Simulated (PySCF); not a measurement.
Several compounds and their computed core spectra got separated.

Theory: PySCF, delta-SCF UKS SCAN, pcX-2 on the ionised atom, pcseg-1 elsewhere, spin-free X2C. Geometries: PBE0-D3(BJ)/def2-SVP; isolated species, one conformer each.

Line lists (1s up to Mg, 2p3/2 beyond, nothing for Al; areas count atoms within a level, one atom standing for each set equivalent by bonding):
1. C 1s: 284.60 (area 1), 286.14 (area 2), 286.65 (area 2) eV
2. N 1s: 404.88 eV; O 1s: 538.38 eV; Si 2p3/2: 107.42 eV
3. C 1s: 290.10 (area 1), 290.43 (area 1), 290.68 (area 1), 292.26 (area 2) eV; O 1s: 537.82 eV; Si 2p3/2: 107.31 eV

Structures:
A. `CCC[SiH]1OCCO1`
B. `O[SiH2]N`
C. `[AlH3-][CH]1CCCC1`

Match each list to its structure.

- 1 = C: no other candidate has this set of levels. C 1s: 284.60 sp3 CH carbon, 286.14 ring CH2 carbon (×2), 286.65 ring CH2 carbon (×2).
- 2 = B: no other candidate has this set of levels. N 1s: 404.88 silicon-bound nitrogen; O 1s: 538.38 silanol oxygen; Si 2p3/2: 107.42 oxygen-bound silicon.
- 3 = A: no other candidate has this set of levels. C 1s: 290.10 sp3 carbon bound to silicon, 290.43 methyl carbon, 290.68 chain CH2 carbon, 292.26 sp3 carbon bound to oxygen (×2); O 1s: 537.82 silyl ether oxygen (×2); Si 2p3/2: 107.31 oxygen-bound silicon.

Spin–orbit coupling isn't in the SCF: each 2p doublet comes from a relaxed spin-free hole plus a matrix of the shell (mean-field spin–orbit coupling and the ground-state 2p splitting), with 2p3/2 averaged over its two sublevels.
